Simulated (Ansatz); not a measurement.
Geometry optimisation, UKS B3LYP-D4/def2-SVP (Ansatz).

Input file:

```yaml
crystal:
  periodic: [false, false, false]
  atoms:
    - { symbol: Si, position_ang: [-0.65771, -0.929242, 0.339011] }
    - { symbol: Ge, position_ang: [0.678973, 0.873766, -0.219636] }
    - { symbol: H, position_ang: [-0.113934, 1.063949, -1.493518] }
    - { symbol: F, position_ang: [0.680243, 2.304449, 0.766212] }
    - { symbol: F, position_ang: [2.361737, 0.58482, -0.537141] }
    - { symbol: H, position_ang: [-1.555919, -0.672196, 1.499825] }
    - { symbol: H, position_ang: [-1.477045, -1.022537, -0.9074] }
    - { symbol: H, position_ang: [0.083756, -2.203108, 0.552747] }
magnetization:
  spin_polarized: true
basis:
  gaussian: { orbitals: def2-SVP }
hamiltonian:
  xc: b3lyp
  dispersion: d4
relax:
  f_tol: 0.03
  max_steps: 50
```

Command:

```bash
$ ansatz run input.yaml --threads 4 --pin off --max-ram 5120MiB --backend cpu --events-out ev --progress --plain --runs-dir out
```

Task: Where does it end, and by what steps?

Result: The run converged. After 6 steps the energy has fallen by 0.479 eV; H3 moved furthest, 0.72 Å.

```tsv
step	energy less start (eV)	largest force component (eV/Å)	accepted
0	0.0000	1.095	yes
1	-0.2567	0.472	yes
2	-0.3751	0.288	yes
3	-0.4491	0.355	yes
4	-0.4686	0.215	yes
5	-0.4775	0.107	yes
6	-0.4789	0.026	yes
```

```xyz
8
Properties=species:S:1:pos:R:3
Si -0.722 -0.992 0.334
Ge 0.574 0.899 -0.395
H 0.246 1.646 -1.705
F 0.577 2.106 0.866
F 2.250 0.421 -0.522
H -1.491 -0.591 1.543
H -1.652 -1.386 -0.762
H 0.218 -2.103 0.640
```

Whether the end is a true minimum wasn't checked by a vibrational analysis.

The run took 27 s on 4 threads of Arm Neoverse N1 (shared host), peak memory 0.31 GiB.
